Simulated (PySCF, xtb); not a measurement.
C4H10BN, SMILES C1CCB(C)N1.

GFN2-xTB in xtb 6.7.1 at its own geometry gives an orbital gap of 5.96 eV and a dipole moment of 1.24 D.

Coordinates come from a PBE0-D3(BJ)/def2-SVP optimisation. One conformer was computed; it need not be the lowest.

Task: What does PySCF with HF/def2-TZVP give? (Estimate from the structure and the level; the computed values follow.)

Result: gap 13.50 eV (levels -10.35 and 3.15 eV), dipole 0.94 D.
